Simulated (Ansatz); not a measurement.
Reactions of C3H6F2O (`COC(C)(F)F`).

Computed with Ansatz on PBE0-D4/def2-TZVP structures; ΔE is electronic, products minus reactants. CCSD(T)/CBS adds triple-zeta CCSD(T) − MP2 to the extrapolated MP2 energy (def2 sets, frozen cores). This one scheme is used for every species, atoms too. DFT in def2-TZVPP. B3LYP here is the variant with VWN-RPA as its local correlation; programs differ in this. No spin–orbit coupling; open shells (•) take unrestricted orbitals. Spin–orbit coupling would lower the free atoms: a little for C, F, O. Each species was taken in one conformer, which may not be the lowest.

```tsv
reaction	B3LYP-D4 (kcal/mol)	r2SCAN-D4 (kcal/mol)
`COC(C)(F)F` → 3 C• + 2 F• + 6 H• + O•	1130.8	1139.1
`COC(C)(F)F` → `CCC(O)(F)F`	-12.7	-13.4
`COC(C)(F)F` + `NC[SiH2]N` → `CN[SiH2]CN` + `CC(O)(F)F`	-3.8	-3.3
`COC(C)(F)F` + HCl → `CC(F)(F)Cl` + CH₃OH	8.9	9.2
`COC(C)(F)F` → `CCOC(F)F`	2.0	2.9
`COC(C)(F)F` + `B[SiH2]OC` → `B[SiH2]OCC` + `CC(O)(F)F`	-15.6	-16.5
`COC(C)(F)F` + H₂ → `CC(F)F` + CH₃OH	-8.7	-6.0
`COC(C)(F)F` → `[CH2]` (triplet) + `CC(O)(F)F`	89.2	85.0
`COC(C)(F)F` + H₂O → CH₃OH + `COC(F)F`	17.2	19.1
`COC(C)(F)F` + H₂ → `COC(F)F` + CH₄	-12.0	-10.3
```

(1) Give the CCSD(T)/CBS values in the same order. (Estimate.)

Largest T1 diagnostic: 0.011, for `COC(F)F`.

Results:

(1) The calculation gave: 1133.9, -14.2, -3.8, 9.3, 2.4, -16.8, -8.6, 90.0, 20.1, -10.5 kcal/mol.
